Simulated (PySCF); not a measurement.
System: C₄H₉O (charge 0, doublet). It need not be the lowest isomer of its formula. SMILES: [CH2]OC(C)C
Structure (B3LYP-D3(BJ)/def2-TZVP (Ansatz) minimum search):
```
C
H 1 1.0975
O 1 1.4388 2 107.52
C 3 1.3516 1 116.22 2 -43.22
H 4 1.0793 3 113.98 1 178.40
H 4 1.0850 5 121.39 3 151.80
C 1 1.5159 2 109.63 3 115.61
H 7 1.0900 1 110.73 2 -57.63
H 7 1.0909 8 108.66 1 -121.26
H 7 1.0914 8 108.46 9 -117.69
C 1 1.5210 2 109.54 3 -119.82
H 11 1.0902 1 110.76 2 59.92
H 11 1.0915 12 108.53 1 121.26
H 11 1.0916 12 108.42 13 117.75
```
Charge 0, spin multiplicity 2.

Dispersion corrections to the total energy (kcal/mol) from the dftd3 and dftd4 libraries through PySCF: D3(BJ) without and D4 with the three-body term, each with the damping fitted for the functional named.

```tsv
functional	D3(BJ)	D4
BLYP	-12.16	-12.51
PBE0	(withheld)	-4.67
CAM-B3LYP	(withheld)	-4.64
B2PLYP	-4.39	-3.91
BHLYP	-7.39	-5.95
PBE	-5.99	(withheld)
TPSSh	-6.71	-6.89
```

### Question
Fill in the missing entries.

### Answer

- PBE0, D3(BJ): -5.04
- CAM-B3LYP, D3(BJ): -4.32
- PBE, D4: -5.59
